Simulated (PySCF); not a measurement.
## Correlation energy of Pr²⁺ (praseodymium, charge +2)

[Xe] 4f3, one real determinant. Calculation: PySCF 2.14, in cc-pVDZ-X2C (8s7p5d3f1g, 84 functions); scalar relativity by spin-free X2C-1e. Frozen: [Kr] 4d10; 11 electrons correlated.

| level | correlation energy (mhartree) |
| --- | --- |
| CCSD | -276.47 |
| (T) | -10.64 |
| CCSD(T) | -287.11 |

Diagnostics: T1 = 0.0095, D1 = 0.0257, largest double amplitude 0.096.

The real determinant used has ⟨L²⟩ near 34 against 42 for a pure I term, so it mixes terms. Spin-orbit coupling, absent here, splits the open shell strongly.

Cost of the coupled-cluster step: roughly 30 core-seconds, for 11 correlated electrons.

Iterations:

```
CC2 = 0
CCSD nocc = (np.int64(7), np.int64(4)), nmo = (61, 61)
frozen orbitals [[0, 1, 2, 3, 4, 5, 6, 7, 8, 9, 10, 11, 12, 13, 14, 15, 16, 17, 18, 19, 20, 21, 22], [0, 1, 2, 3, 4, 5, 6, 7, 8, 9, 10, 11, 12, 13, 14, 15, 16, 17, 18, 19, 20, 21, 22]]
max_cycle = 100
direct = 0
conv_tol = 1e-08
conv_tol_normt = 1e-06
diis_space = 8
diis_start_cycle = 0
Init t2, MP2 energy = -0.254026451856237
Init E_corr(UCCSD) = -0.254026451874355
cycle = 1  E_corr(UCCSD) = -0.265238923035014  dE = -0.0112124712  norm(t1,t2) = 0.0496668
cycle = 2  E_corr(UCCSD) = -0.270869565966561  dE = -0.00563064293  norm(t1,t2) = 0.0188472
cycle = 3  E_corr(UCCSD) = -0.273327394687953  dE = -0.00245782872  norm(t1,t2) = 0.0122807
cycle = 4  E_corr(UCCSD) = -0.273854332965602  dE = -0.000526938278  norm(t1,t2) = 0.0091681
cycle = 5  E_corr(UCCSD) = -0.27478900279953  dE = -0.000934669834  norm(t1,t2) = 0.00830759
cycle = 6  E_corr(UCCSD) = -0.276153385607449  dE = -0.00136438281  norm(t1,t2) = 0.00508546
cycle = 7  E_corr(UCCSD) = -0.276425718835853  dE = -0.000272333228  norm(t1,t2) = 0.00155234
cycle = 8  E_corr(UCCSD) = -0.276417229880319  dE = 8.48895553e-06  norm(t1,t2) = 0.000970501
cycle = 9  E_corr(UCCSD) = -0.276442287601767  dE = -2.50577214e-05  norm(t1,t2) = 0.000736835
cycle = 10  E_corr(UCCSD) = -0.276459796415796  dE = -1.7508814e-05  norm(t1,t2) = 0.000539969
cycle = 11  E_corr(UCCSD) = -0.276468662960999  dE = -8.8665452e-06  norm(t1,t2) = 0.000323882
cycle = 12  E_corr(UCCSD) = -0.276471228212874  dE = -2.56525188e-06  norm(t1,t2) = 0.000155466
cycle = 13  E_corr(UCCSD) = -0.276472045149193  dE = -8.16936319e-07  norm(t1,t2) = 7.75191e-05
cycle = 14  E_corr(UCCSD) = -0.276473357664419  dE = -1.31251523e-06  norm(t1,t2) = 3.37735e-05
cycle = 15  E_corr(UCCSD) = -0.276473166679098  dE = 1.9098532e-07  norm(t1,t2) = 1.58709e-05
cycle = 16  E_corr(UCCSD) = -0.276472685003049  dE = 4.81676049e-07  norm(t1,t2) = 8.79858e-06
cycle = 17  E_corr(UCCSD) = -0.2764720280434  dE = 6.56959649e-07  norm(t1,t2) = 6.6319e-06
cycle = 18  E_corr(UCCSD) = -0.276471532106939  dE = 4.9593646e-07  norm(t1,t2) = 4.49151e-06
cycle = 19  E_corr(UCCSD) = -0.276471023704539  dE = 5.084024e-07  norm(t1,t2) = 2.93347e-06
cycle = 20  E_corr(UCCSD) = -0.276470768120543  dE = 2.55583997e-07  norm(t1,t2) = 1.29479e-06
cycle = 21  E_corr(UCCSD) = -0.276470697362933  dE = 7.07576098e-08  norm(t1,t2) = 5.88673e-07
cycle = 22  E_corr(UCCSD) = -0.276470678805384  dE = 1.85575488e-08  norm(t1,t2) = 4.19021e-07
cycle = 23  E_corr(UCCSD) = -0.27647067411546  dE = 4.68992384e-09  norm(t1,t2) = 3.27712e-07
UCCSD converged
E(UCCSD) = -9232.7826165978  E_corr = -0.2764706741154602
UCCSD(T) correction = -0.0106367208455439
```

The reference is one real determinant that mixes LS terms of this configuration.
